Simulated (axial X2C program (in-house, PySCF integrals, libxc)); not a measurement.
**SrSi⁺: from the spin-free to the two-component result**

Computed with an in-house all-electron X2C program for linear molecules (integrals from PySCF). Spin-free means the one-electron spin-free X2C Hamiltonian; two-component (2c) means X2C with spin–orbit coupling and atomic mean-field two-electron Coulomb and Gaunt terms, so the difference of the two also holds small scalar two-electron terms. Basis: Sr dyall-cv3z [13s12p8d5f1g], Si dyall-v3z [8s7p2d1f] (cores contracted in-house); Gaussian nuclei, density fitting, unrestricted open shells. Masses: Sr 87.906 u, Si 27.977 u.

Spin-free state: M_S = 3/2, Λ = 0 (beyond evenly filled blocks: σα, π+α, π-α); fragments Sr+ + Si.

```csv
level,Re (Å),ωe (cm⁻¹),De (eV),μ (D)
PBE0,2.790,277.9,1.674,-6.38
HF,2.860,273.3,0.853,-8.43
MP2,2.803,282.0,1.324,n/a
CCSD,2.817,277.8,1.259,n/a
CCSD(T),2.815,277.1,1.313,n/a
```

Correlated methods: 13 electrons correlated (number of frozen shells: Sr 3 s, 2 p, 1 d; Si 2 s, 1 p), 235 virtual spin orbitals or spinors in MP2, 89 natural virtuals in coupled cluster.

Dipoles are positive if Si is the positive end and refer to the centre of mass.

Two-component determinant lowest at the distance of the search:

Ω = 3/2 (⟨Sz⟩ = 1.50, ⟨Lz⟩ = 0.00 at HF); fragments Sr+ + Si.

```json
{"level": "PBE0", "Re (Å)": "2.790", "ωe (cm⁻¹)": "277.9", "De (eV)": "1.675", "μ (D)": "-6.37"}
{"level": "HF", "Re (Å)": "2.860", "ωe (cm⁻¹)": "273.2", "De (eV)": "0.850", "μ (D)": "-8.42"}
{"level": "MP2", "Re (Å)": "2.803", "ωe (cm⁻¹)": "282.0", "De (eV)": "1.335", "μ (D)": "n/a"}
{"level": "CCSD", "Re (Å)": "2.817", "ωe (cm⁻¹)": "277.9", "De (eV)": "1.263", "μ (D)": "n/a"}
{"level": "CCSD(T)", "Re (Å)": "2.815", "ωe (cm⁻¹)": "277.2", "De (eV)": "1.317", "μ (D)": "n/a"}
```

From the two tables, how do the constants change at the CCSD(T) level (2c against spin-free)?

At the CCSD(T) level Re is unchanged within 0.001 Å and ωe is unchanged to within 0.2 cm⁻¹; De is not compared, since the atomic limits differ or miss part of their spin–orbit lowering.

One determinant describes the state; a PBE0 search over occupations chose it and may have missed a lower one. De is counted from the lowest determinant-based energies of the atoms at the same level, without counterpoise correction. Density functionals use the spin component along the axis (collinear). CCSD and (T) use frozen natural virtuals with an MP2 correction for the truncation; (T) itself is uncorrected, so its De runs slightly low. The 2c atoms are single determinants rather than J levels; their spin–orbit lowering is only partly caught, and De is too large by that part. This holds for PBE0, MP2, CCSD, CCSD(T). Other states lie close and PBE0, whose exact exchange favours high spin, may order them wrongly; the determinant shown need not be the ground state. The nearest other spin-free determinant of the search, M_S = 1/2, Λ = 1, lies 0.77 eV up at the distance of the search. The functionals have no current-density term, which raises determinants with orbital currents, atoms included. With several unpaired electrons one determinant need not be a pure state. Some points did not converge and are left out. This is the top spin component of a Σ state; components of lower Ω are not single determinants and can lie lower. The stretched end of a curve changes character and is left out.
